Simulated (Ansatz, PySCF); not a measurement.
This PySCF input computes a CCSD(T)/cc-pVDZ energy:

```python
from pyscf import gto, scf, mp, cc as ccmod

mol = gto.M(
    atom='''
    B    -0.01744833    0.01357282    0.00081580
    F     0.32283310    1.30600505    0.06635391
    O    -1.33694995   -0.29348533   -0.00724029
    O     0.94257609   -0.95327315   -0.05558063
    H    -1.50394033   -1.23992490   -0.05573206
    H     1.84067489   -0.60791677   -0.04296477
    ''',
    basis='cc-pvdz',
    charge=0,
    spin=0,
    verbose=4,
)

mf = scf.RHF(mol)
mf.conv_tol = 1e-10
mf.max_cycle = 100
mf.kernel()
mp2 = mp.MP2(mf, frozen=4).run()
cc = ccmod.CCSD(mf, frozen=4)
cc.max_cycle = 100
cc.kernel()
et = cc.ccsd_t()
print(f'E(CCSD(T)) = {cc.e_tot + et:.9f}')
```

Q: Write an input for the same energy in Ansatz (a quantum-chemistry and plane-wave program) and say what it gives.

A: 
Ansatz 0.2 input:
```yaml
crystal:
  periodic: [false, false, false]
  atoms:
    - {symbol: B, position_ang: [-0.01744833, 0.01357282, 0.00081580]}
    - {symbol: F, position_ang: [0.32283310, 1.30600505, 0.06635391]}
    - {symbol: O, position_ang: [-1.33694995, -0.29348533, -0.00724029]}
    - {symbol: O, position_ang: [0.94257609, -0.95327315, -0.05558063]}
    - {symbol: H, position_ang: [-1.50394033, -1.23992490, -0.05573206]}
    - {symbol: H, position_ang: [1.84067489, -0.60791677, -0.04296477]}
basis:
  gaussian:
    orbitals: cc-pVDZ
magnetization: {spin_polarized: false}
correlation: {method: ccsd_t, electrons: outside_noble_gas}
```
It gives -275.87724 Eh, and PySCF -275.87725 Eh, a difference of 0.01 mEh.
